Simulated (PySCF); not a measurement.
Gas-phase reaction: 2 GeH2 + H2 + 2 SiH3 = 2 H3SiGeH3

Computed with PySCF and rigid-rotor harmonic-oscillator thermochemistry at 1 bar. † marks an energy on the PBE0/def2-TZVP geometry and frequencies; other levels use their own. 6-31G* has spherical d functions here. Open shells (unrestricted): SiH3 (multiplicity 2); the rest are closed-shell singlets. B3LYP is the form with VWN-RPA correlation. Ge: all electrons, no relativistic terms. GeH2: computed as isolated molecules; such fragments, hydroxides, amides, oligomers or adducts are transient or little studied in the gas. The harmonic model lacks anharmonicity and excited electronic states, which grow with temperature; levels with a mode under 35 cm⁻¹ are left out. Internal rotation in H3SiGeH3 is treated as a harmonic vibration of one conformer, which makes the entropy rough.

```json
[
 {"level": "B3LYP/def2-TZVP†", "ΔE electronic, kJ": "-655", "ΔH°(298 K), kJ": "-618", "ΔS°(298 K), J/K": "-420", "ΔG°(600 K), kJ": "-366"},
 {"level": "HF/6-31G*", "ΔE electronic, kJ": "-600", "ΔH°(298 K), kJ": "-560", "ΔS°(298 K), J/K": "-424", "ΔG°(600 K), kJ": "-305"},
 {"level": "HF/def2-TZVP†", "ΔE electronic, kJ": "-589", "ΔH°(298 K), kJ": "-552", "ΔS°(298 K), J/K": "-420", "ΔG°(600 K), kJ": "-300"},
 {"level": "M06-2X/def2-TZVP†", "ΔE electronic, kJ": "-678", "ΔH°(298 K), kJ": "-641", "ΔS°(298 K), J/K": "-420", "ΔG°(600 K), kJ": "-389"},
 {"level": "PBE0/def2-QZVP†", "ΔE electronic, kJ": "-718", "ΔH°(298 K), kJ": "-680", "ΔS°(298 K), J/K": "-420", "ΔG°(600 K), kJ": "-428"},
 {"level": "PBE0/def2-SVP†", "ΔE electronic, kJ": "-731", "ΔH°(298 K), kJ": "-693", "ΔS°(298 K), J/K": "-420", "ΔG°(600 K), kJ": "-441"},
 {"level": "LDA/def2-TZVP†", "ΔE electronic, kJ": "-824", "ΔH°(298 K), kJ": "-787", "ΔS°(298 K), J/K": "-420", "ΔG°(600 K), kJ": "-535"}
]
```
ΔH° is lowest at LDA/def2-TZVP† and highest at HF/def2-TZVP†. No reference value is set beside these.
